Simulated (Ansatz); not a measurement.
`CNC(N)[SiH3]` and `NC([SiH3])[SiH2]O` differ in one atom or group.

Ansatz, PBE0-D4/def2-TZVP geometries, multiplicity 1. Each molecule was computed in one conformer, which needn't be the lowest.

| property | `CNC(N)[SiH3]` |
| --- | --- |
| HOMO energy (ωB97M-V/def2-TZVPP) / eV | -8.65 |
| HOMO–LUMO gap (PBE0/def2-TZVPP) / eV | 6.96 |
| LUMO energy (PBE/def2-TZVPP) / eV | -0.23 |
| LUMO energy (ωB97M-V/def2-TZVPP) / eV | 2.16 |
| HOMO energy (PBE0/def2-TZVPP) / eV | -6.35 |
| HOMO–LUMO gap (PBE/def2-TZVPP) / eV | 4.82 |

(1) What does the change do to each property? (Estimate.)

Answers

(1) Computed: 
| property | `NC([SiH3])[SiH2]O` | shift |
| --- | --- | --- |
| HOMO energy (ωB97M-V/def2-TZVPP) / eV | -8.98 | -0.33 |
| HOMO–LUMO gap (PBE0/def2-TZVPP) / eV | 6.67 | -0.29 |
| LUMO energy (PBE/def2-TZVPP) / eV | -0.86 | -0.63 |
| LUMO energy (ωB97M-V/def2-TZVPP) / eV | 1.59 | -0.57 |
| HOMO energy (PBE0/def2-TZVPP) / eV | -6.68 | -0.33 |
| HOMO–LUMO gap (PBE/def2-TZVPP) / eV | 4.47 | -0.35 |

With PBE0 the HOMO falls by 0.33 eV and the LUMO falls by 0.61 eV, so the gap narrows by about 0.28 eV. PBE moves the HOMO by -0.29 eV and ωB97M-V by -0.33 eV.
